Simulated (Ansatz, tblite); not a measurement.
Forces on In3O10H11, a hydroxylated oxide cluster at its r2SCAN-D4/def2-SVP geometry. The state is a singlet with charge 0.

In the def2 sets In takes a core potential; there is no spin–orbit coupling. The xTB rows come from tblite. HSE06 is defined as in plane-wave codes, on full-range PBE exchange. Single mean-field runs in def2-TZVP are fitted with def2-universal-jkfit.

GFN2-xTB (tblite), largest force 0.93 eV/Å:

```xyz
24
positions Å, forces eV/Å
In   -1.605    0.950   -0.490   -0.284    0.299   -0.125
In   -0.432   -1.941   -1.038   -0.020   -0.914   -0.145
In    1.370    0.642    0.817    0.336    0.220    0.189
O     1.359    2.012    2.719    0.174    0.383   -0.084
O     0.267    2.125   -0.239    0.223    0.199   -0.144
O     3.289    1.128    1.238   -0.066   -0.392   -0.690
O    -2.988    2.390   -0.589    0.083   -0.810   -0.173
O    -0.545   -0.025   -2.091    0.297    0.264   -0.192
O    -0.607    0.145    1.276   -0.023   -0.316    0.419
O    -2.436   -1.054   -0.662   -0.300   -0.066    0.410
O    -0.260   -3.474   -2.324   -0.244    0.809    0.015
O     1.555   -0.989   -0.569    0.451   -0.100    0.243
O    -0.376   -2.416    0.993   -0.269   -0.494   -0.256
H     0.862    2.813    2.493    0.050   -0.254    0.044
H     2.305    2.231    2.604   -0.554   -0.220    0.060
H     0.608    2.682   -0.950   -0.091   -0.152    0.156
H     3.936    0.752    0.626   -0.409    0.121    0.299
H    -3.806    2.020   -0.951    0.548    0.143    0.210
H     0.352    0.308   -2.244   -0.304   -0.110   -0.030
H    -0.677   -0.861    1.372    0.178    0.808   -0.127
H    -2.772   -1.396    0.181    0.025    0.161   -0.287
H    -0.615   -3.204   -3.183    0.183   -0.092    0.522
H     2.152   -1.676   -0.232   -0.294    0.256   -0.106
H    -0.937   -3.162    1.243    0.311    0.259   -0.207
```

PBE-D4/def2-TZVP (Ansatz), largest force 0.38 eV/Å:

```
In -0.115 0.017 -0.041
In -0.040 -0.171 -0.160
In 0.046 -0.086 -0.059
O -0.113 -0.081 0.210
O -0.035 0.141 0.143
O 0.001 0.086 0.155
O 0.155 0.170 0.095
O -0.188 -0.025 -0.242
O 0.008 0.261 0.283
O -0.189 0.000 -0.219
O 0.093 -0.152 0.149
O 0.088 0.058 -0.104
O 0.130 -0.025 0.145
H -0.184 0.192 -0.033
H 0.275 0.029 0.006
H 0.083 0.104 -0.145
H 0.130 -0.097 -0.131
H -0.195 -0.105 -0.078
H 0.156 0.070 -0.017
H 0.015 -0.127 -0.040
H -0.075 -0.043 0.155
H -0.075 0.064 -0.194
H 0.127 -0.110 0.069
H -0.099 -0.169 0.053
```

HSE06-D4/def2-TZVP (Ansatz), largest force 0.49 eV/Å:

```
In -0.060 -0.010 -0.046
In -0.030 -0.161 -0.134
In -0.028 0.053 -0.098
O 0.148 0.393 -0.191
O 0.150 0.042 -0.177
O -0.088 -0.284 -0.336
O -0.001 -0.476 -0.114
O 0.237 0.078 0.155
O 0.196 -0.191 -0.107
O 0.067 -0.017 0.325
O -0.184 0.435 -0.056
O 0.149 -0.175 0.312
O -0.263 -0.319 -0.129
H 0.082 -0.252 0.124
H -0.241 -0.100 0.093
H -0.123 -0.210 0.286
H -0.234 0.143 0.253
H 0.277 0.160 0.144
H -0.387 -0.134 0.037
H 0.055 0.435 -0.061
H 0.094 0.153 -0.363
H 0.147 -0.136 0.309
H -0.221 0.295 -0.147
H 0.258 0.276 -0.079
```
